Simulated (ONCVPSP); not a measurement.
**Scattering properties, ONCV potential for C**

```
Element                 : carbon
Generator               : ONCVPSP 4.0.1
Type                    : optimised norm-conserving Vanderbilt (ONCV)
Functional              : PBE
Relativity              : scalar-relativistic
Frozen core             : [He]
Valence charge          : 4
Reference configuration : 2s2 (charge +2)
Partial waves           : 2s: rc 1.10 bohr, ncon 4, nbas 8, qcut 5 1/bohr, 2 projectors, debl 2.4 Ha; p scattering state at 0.11 Ha: rc 1.10 bohr, ncon 4, nbas 8, qcut 8.2 1/bohr, 1 projector; d scattering state at 0.05 Ha: rc 0.85 bohr, ncon 4, nbas 8, qcut 12 1/bohr, 3 projectors, debl 0.4 Ha
Local potential         : polynomial inside 0.60 bohr (lpopt 5, dvloc0 1 Ha)
Core correction         : none
```

In the p channel the program set the typed energies aside and used 0.050 Ha.

The phase is arctan(r·R′/R) of the radial function R(r), unwrapped; energies in Ha, scanned from -3 to 5 Ha. A pole is an energy at which the radial function vanishes at the test radius. The pseudo phase is shifted by a multiple of π to meet the all-electron one at the reference energy, and phase errors are pseudo minus all-electron; the curves can meet again beyond the range given. Levels narrower than the energy grid can be missing from the lists of poles. Where the grid stepped over a known ghost or core level, its pole and its step of π were put in at the level’s energy.

Task: For each channel, where are the poles, and over which energies does the pseudopotential scatter like the atom?

Result:

| channel | radius (bohr) | reference energy (Ha) | poles, all-electron | poles, pseudo | unbroken range about the reference energy with phases within 0.05 rad | phase error 1 Ha above the reference energy (rad) |
| --- | --- | --- | --- | --- | --- | --- |
| s | 1.12 | -1.48 | 3.21 | 3.20 | the whole range | -0.000 |
| p | 1.12 | 0.05 | 1.74 | 1.77 | below 4.5 | +0.001 |
| d | 0.86 | 0.05 | none | -2.05 | above -2.1 | +0.000 |

Note: ghosts flagged at negative energy: d at -55.8 eV; no localised positive-energy state flagged. A true bound ghost makes a file unfit for plane-wave use.

Phases in the s channel:

```csv
E (Ha),all-electron,pseudo
-2.98,0.243,0.243
-2.54,-0.065,-0.066
-2.10,-0.393,-0.393
-1.66,-0.678,-0.678
-1.22,-0.898,-0.898
-0.78,-1.058,-1.058
-0.34,-1.176,-1.176
0.10,-1.265,-1.265
0.54,-1.334,-1.334
0.98,-1.389,-1.389
1.42,-1.435,-1.435
1.86,-1.475,-1.475
2.30,-1.509,-1.509
2.74,-1.540,-1.540
3.18,-1.569,-1.569
3.62,-1.596,-1.597
4.06,-1.622,-1.624
4.50,-1.648,-1.651
4.94,-1.675,-1.680
```
